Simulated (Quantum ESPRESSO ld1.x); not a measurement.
Sr2+, 36 electrons, occupied as [Kr]. All-electron calculation, Dirac Kohn-Sham, LDA (Slater exchange, Perdew-Zunger correlation), spin-unpolarised, spherical densities, point nucleus. Program: ld1.x of Quantum ESPRESSO 7.5. Some entries of the table are withheld. Estimate them.

orbital,occ.,eigenvalue (hartree),r(max) (bohr)
1s1/2,2,-585.0762,(1)
2s1/2,2,-79.6782,0.146
2p1/2,2,(2),(3)
2p3/2,4,(4),(5)
3s1/2,2,-12.7414,0.436
3p1/2,2,-10.1766,0.426
3p3/2,4,-9.7910,0.433
3d3/2,4,-5.2707,0.375
3d5/2,6,-5.2033,0.378
4s1/2,2,(6),1.19
4p1/2,2,-1.3768,1.31
4p3/2,4,-1.3324,1.33

Answer. 
(1) 1s1/2 r(max) (bohr): 0.025
(2) 2p1/2 eigenvalue (hartree): -72.6179
(3) 2p1/2 r(max) (bohr): 0.114
(4) 2p3/2 eigenvalue (hartree): -70.1086
(5) 2p3/2 r(max) (bohr): 0.117
(6) 4s1/2 eigenvalue (hartree): -2.0152
